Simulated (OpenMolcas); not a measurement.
Mn5+, Tc5+, Re5+: d² down the group

```
Program             : OpenMolcas
Method              : CASSCF
Basis               : ANO-R2
Scalar Hamiltonian  : X2C, finite nucleus
Spin-orbit coupling : state interaction with AMFI integrals over the reference wave functions, term energies averaged over their components
```

Active space for each ion: 2 electrons in 10 orbitals (d d).

Computed levels in cm-1 above ³F₂:

| Level | Mn5+ | Tc5+ | Re5+ |
| --- | --- | --- | --- |
| ³F₃ | 740 | 2037 | 8146 |
| ³F₄ | 1680 | 4360 | 15048 |
| ¹D₂ | 18442 | 14236 | 18708 |
| ³P₀ | 21482 | 15286 | 16525 |
| ³P₁ | 21742 | 16121 | 21143 |
| ³P₂ | 22329 | 18262 | 30130 |
| ¹G₄ | 28241 | 21564 | 28986 |
| ¹S₀ | 67487 | 49625 | 56280 |
| weight of ³F in the lowest level (%) | 100 | 98 | 91 |

Mixed levels, with the weight of the term that names them: Re5+ ¹D₂ (51 %), Re5+ ³P₂ (58 %).

Measured, with the error of the calculation in %. Measured levels: Mn5+ from Corliss and Sugar, J. Phys. Chem. Ref. Data 6, 1253 (1977).

```tsv
Level	Mn5+
³F₃	746 (-0.8)
³F₄	1669 (+0.7)
¹D₂	15336 (+20.3)
³P₀	17782 (+20.8)
³P₁	18057 (+20.4)
³P₂	18628 (+19.9)
¹G₄	25511 (+10.7)
```

The fine-structure level ³F₄ changes by a factor of 8.96 from Mn5+ to Re5+.

Without spin-orbit coupling ¹D lies 17557, 12318, 11451 cm-1 above ³F in that order; the difference to the level ¹D₂, of either sign, comes from spin-orbit coupling, which also lowers the zero.

Without dynamic correlation excited terms often stand tens of per cent too high (terms of higher spin than the ground term too low), and those without a measured partner can miss by more than the paired ones. Active for correlation alone: 4d; no level in the range computed is led by a configuration that fills it, so any true level of that kind is missing (holds for Mn5+). Active for correlation alone: 5d; no level in the range computed is led by a configuration that fills it, so any true level of that kind is missing (holds for Tc5+). Active for correlation alone: 6d; no level in the range computed is led by a configuration that fills it, so any true level of that kind is missing (holds for Re5+). Measured partners are found by configuration, term and J. A level has none where our copy of the source lacks it or the pairing is in doubt (some pairs that miss far off the trend of their configuration count as doubtful), and it then counts in no deviation. Only configurations of the active space appear.
